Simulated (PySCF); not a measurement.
SnOBr₂, SMILES [O]=[Sn]([Br])[Br].

Geometry: B3LYP-D3(BJ)/def2-SVP. The def2 effective core potentials stand for the cores of Sn; spin–orbit coupling is left out.

All values below come from TDA-CAM-B3LYP/def2-SVPD (PySCF).

Vertical excitations. Gas-phase values at a fixed geometry. State labels are in the subgroup C2v.

### Question
Estimate the UV-visible absorptions. (An estimate is asked for; the answer gives what the named calculation found.)

### Answer

```csv
state,symmetry,energy (eV),λ (nm),f,main pairs
S1,B2,2.96,419,0.026,HOMO→LUMO 95 %
S2,B1,3.12,397,0.006,HOMO−1→LUMO 97 %
S3,A2,4.07,304,0.000,HOMO→LUMO+1 98 %
S4,B2,4.17,297,0.033,HOMO−2→LUMO 95 %
S5,A1,4.28,290,0.020,"HOMO−3→LUMO 69 %, HOMO−1→LUMO+1 29 %"
S6,A2,4.28,290,0.000,HOMO−4→LUMO 98 %
S7,A1,4.81,258,0.003,"HOMO−6→LUMO 49 %, HOMO−1→LUMO+1 35 %, HOMO−3→LUMO 13 %"
S8,B1,4.86,255,0.022,HOMO−5→LUMO 95 %
S9,B1,5.41,229,0.002,HOMO−3→LUMO+1 94 %
S10,A2,5.42,229,0.000,HOMO−2→LUMO+1 99 %
T1,B2,2.28,543,0,HOMO→LUMO 95 %
T2,B1,2.50,495,0,HOMO−1→LUMO 93 %
T3,A1,3.36,369,0,"HOMO−3→LUMO 64 %, HOMO−1→LUMO+1 18 %, HOMO−6→LUMO 13 %"
T4,B2,3.65,340,0,HOMO−2→LUMO 96 %
```
Triplets are in the Tamm–Dancoff approximation.
